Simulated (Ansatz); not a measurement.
Cost and result for the atomization energy of `C[Si](N)(O)S` (12 atoms, 11 bonds).

```xyz
12

C     0.9058   -0.3799   -1.1636
Si    0.0963    0.1954    0.4063
N    -1.5582    0.4608    0.0590
O     0.7856    1.5602    1.0130
S     0.4486   -1.1566    2.0312
H     0.5375   -1.3621   -1.4700
H     1.9846   -0.4566   -1.0158
H     0.7221    0.3254   -1.9791
H    -1.9628    0.1070   -0.7918
H    -2.2417    0.5285    0.7954
H     0.3829    2.3806    0.7236
H    -0.1006   -2.2028    1.3919
```

The species carries charge 0 and has multiplicity 1. The geometry is a stationary point of PBE0-D4/def2-TZVP. It is one conformer, not always the lowest. Program: Ansatz. All runs use 4 threads of an Arm Neoverse V2 on a shared host. Times are those of one run each, without the atoms' runs, and a repeat can differ threefold. Electronic energies, without spin–orbit coupling; frozen cores. CCSD(T)/CBS adds CCSD(T) − MP2 in def2-TZVPP to the MP2 limit, and its time is that of the two runs behind it. T1 = 0.011. HSE06 is the plane-wave form, built on full-range PBE exchange.

CCSD(T)/CBS is a level of theory with its own doubt, some kJ/mol a heavy atom from the limit and from the frozen cores, so smaller differences don't rank the functionals.

```tsv
level	functions	wall time
LDA (SPW92)/def2-TZVPP	275	1.2 s
revPBE-D4/def2-TZVPP	275	1.9 s
BLYP-D4/def2-TZVPP	275	1.9 s
PBE-D4/def2-TZVPP (with forces)	275	2.4 s
PBE0-D4/def2-TZVPP	275	3 s
HSE06-D4/def2-TZVPP	275	3.2 s
CCSD(T)/def2-SVP	113	4.5 s
r2SCANh-D4/def2-TZVPP	275	4.9 s
PBE-QIDH/def2-TZVPP	275	5.5 s
ωB97X-V/def2-TZVPP	275	7.5 s
MP2/def2-QZVPP	521	21 s
CCSD(T)/def2-TZVPP	275	2.8 min
CCSD(T)/CBS(def2)	–	3.1 min
```

(1) What atomization energy does each give, and how far from CCSD(T)/CBS? (Estimate.)

Results:

(1) Ansatz gave: 
| level | atomization (kcal/mol) | difference from CCSD(T)/CBS | per bond |
| --- | --- | --- | --- |
| LDA (SPW92)/def2-TZVPP | 1199.9 | 143.5 | 13.0 |
| revPBE-D4/def2-TZVPP | 1042.0 | -14.4 | -1.3 |
| BLYP-D4/def2-TZVPP | 1049.6 | -6.8 | -0.6 |
| PBE-D4/def2-TZVPP (with forces) | 1066.7 | 10.3 | 0.9 |
| PBE0-D4/def2-TZVPP | 1049.3 | -7.1 | -0.7 |
| HSE06-D4/def2-TZVPP | 1050.0 | -6.4 | -0.6 |
| CCSD(T)/def2-SVP | 970.4 | -86.0 | -7.8 |
| r2SCANh-D4/def2-TZVPP | 1047.0 | -9.4 | -0.9 |
| PBE-QIDH/def2-TZVPP | 1042.1 | -14.3 | -1.3 |
| ωB97X-V/def2-TZVPP | 1058.1 | 1.7 | 0.1 |
| MP2/def2-QZVPP | 1058.6 | 2.2 | 0.2 |
| CCSD(T)/def2-TZVPP | 1023.7 | -32.7 | -3.0 |
| CCSD(T)/CBS(def2) | 1056.4 | 0.0 | 0.0 |

From BLYP to BHLYP (50 % exact exchange), in def2-TZVPP and without D4, the atomization energy moves by −20.4 kcal/mol: exact exchange takes away binding that semilocal exchange gives to molecules. In def2-TZVPP, CCSD(T) changes the Hartree–Fock value by +271.7 kcal/mol (the triples alone add +15.2 kcal/mol) and MP2 by +287.0 kcal/mol; breaking electron pairs costs correlation energy, which Hartree–Fock lacks. Leaving LDA and LC-ωPBE aside and taking each functional with its dispersion term where it has one, the values, not all of them listed here, spread over 43.8 kcal/mol, from BHLYP-D4 to PBE-D4. LDA lies +140.0 kcal/mol from PBE without D4, its usual overbinding.
